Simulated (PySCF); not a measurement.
## Frontier orbitals and the lowest excitations

(F2Al-mu-SH)2.
Structure used (PBE0-D3(BJ)/def2-SVP), in Å, numbered top down from 1:
```
atom  x, y, z in Å
Al1   -1.126   -0.590   -0.890
F2    -1.916   -1.943   -0.346
F3    -1.488    0.160   -2.324
S4     1.169   -1.052   -0.789
Al5    1.148    0.575    0.895
F6     1.951    1.927    0.365
F7     1.495   -0.189    2.326
S8    -1.143    1.048    0.782
H9     1.025   -2.094    0.066
H10   -0.990    2.083   -0.080
```

Method used: PySCF, TDDFT CAM-B3LYP/def2-SVPD, vertical, gas phase, core orbitals frozen in the response.

Frontier orbitals with the atoms that hold most of them (Löwdin shares over 4%, at most four atoms; ? is withheld):

```
orbital  ε (eV)                             atoms
 LUMO+2    0.42  S8 25%, S4 24%, Al5 11%, Al1 11%
 LUMO+1    0.12   S4 24%, S8 24%, H9 15%, H10 14%
   LUMO   -0.43                                 ?
   HOMO       ?    S4 41%, S8 41%, Al1 5%, Al5 5%
 HOMO-1  -11.46                                 ?
 HOMO-2  -12.03    S8 29%, S4 29%, Al1 8%, Al5 8%
 HOMO-3  -12.53    S4 31%, S8 31%, Al5 6%, Al1 6%
```

Task: Give the leading atoms of the LUMO.

Result: Al5 (bonded to 2 F and 2 S) 27%; Al1 (bonded to 2 F and 2 S) 27%; S8 (bonded to 2 Al and H) 13%; S4 (bonded to 2 Al and H) 13%. By element: aluminium 53%, sulfur 26%.

Task: Give the leading atoms of the HOMO-1.

Result: S4 (bonded to 2 Al and H) 32%; S8 (bonded to 2 Al and H) 32%; Al5 (bonded to 2 F and 2 S) 6%; Al1 (bonded to 2 F and 2 S) 6%. By element: sulfur 64%, aluminium 13%.

Task: What is the HOMO energy, and the HOMO–LUMO gap?

Result: ε(HOMO) = -10.84 eV; the gap is 10.41 eV (0.3824 hartree).

Task: How does S1 compare with the orbital gap of 10.41 eV?

Result: S1 is at 7.33 eV (f = 0.0001), 3.08 eV below the gap, made of HOMO→LUMO+1 (89%). Its leading pair isn't HOMO and LUMO; the energies of that pair differ by 10.96 eV. 

Next come S2 at 7.41 eV (f 0.072), HOMO→LUMO (69%), HOMO→LUMO+2 (22%); S3 at 7.83 eV (f 0.106), HOMO→LUMO+2 (65%), HOMO→LUMO (24%); S4 at 7.85 eV (f 0.0012), HOMO-1→LUMO+1 (63%), HOMO-1→LUMO (10%), HOMO-2→LUMO+2 (8%); S5 at 7.86 eV (f 0.0003), HOMO-1→LUMO (45%), HOMO-2→LUMO+1 (15%), HOMO-1→LUMO+1 (14%).

One conformer stands for the species.
